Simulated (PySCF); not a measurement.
C3H9AlO. Atoms are numbered in the order given.

```xyz
14

Al     0.0958     0.3114     0.2776
H      0.3567     1.5250     1.2723
C     -1.0275     0.4241    -1.3160
C     -1.7203     1.7792    -1.5276
H     -1.7752    -0.3894    -1.2678
H     -0.4013     0.1713    -2.1923
H     -0.9905     2.6019    -1.6137
H     -2.3845     2.0343    -0.6847
H     -2.3368     1.7958    -2.4421
O      0.8466    -1.1776     0.6270
C      1.6963    -1.6805     1.6142
H      2.6387    -2.0454     1.1672
H      1.9577    -0.9229     2.3788
H      1.2253    -2.5340     2.1346
```

The structure is a stationary point at ωB97X-D3(BJ)/def2-SVP. Other conformers were not sampled.

Calculation: PySCF with PBE/def2-TZVP.

Gas-phase values at a fixed geometry.

total energy: -437.11242 hartree
highest occupied level: -6.21 eV
lowest empty level: -1.32 eV
orbital gap: 4.90 eV
dipole moment: 0.02 D
quadrupole, principal values (traceless, Buckingham form, about the centre of nuclear charge): -6.02, 2.03, 3.99 D·Å
mean static polarisability: 70.6 bohr³ (10.47 Å³)
polarisability, principal values: 57.7, 65.0, 89.3 bohr³
